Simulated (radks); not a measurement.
Values are calculated unless marked as measured or tabulated.
Task: Neutral antimony, [Kr] 4d10 5s2 5p3. Code: a radial shooting solver on a logarithmic mesh with Libxc functionals. Model: non-relativistic Kohn-Sham, PBE, spin-polarised, spherical densities, point nucleus. Every spin shell is full or empty, so the densities are truly spherical. Functionals are evaluated on that one density, not self-consistently. Rank these exchange functionals by their error against the exact value of the orbitals, and give that value: LDA, B88, RPBE, PW91, G96, EV93, TPSS, TASK.

Result: Exact: -163.751 hartree. From best to worst, with 100 (|E| - |E exact|)/|E exact| (equal figures are ties): B88 +0.01, PW91 -0.02, RPBE -0.25, TPSS -0.30, EV93 -0.32, G96 +0.34, TASK -2.23, LDA -4.82.
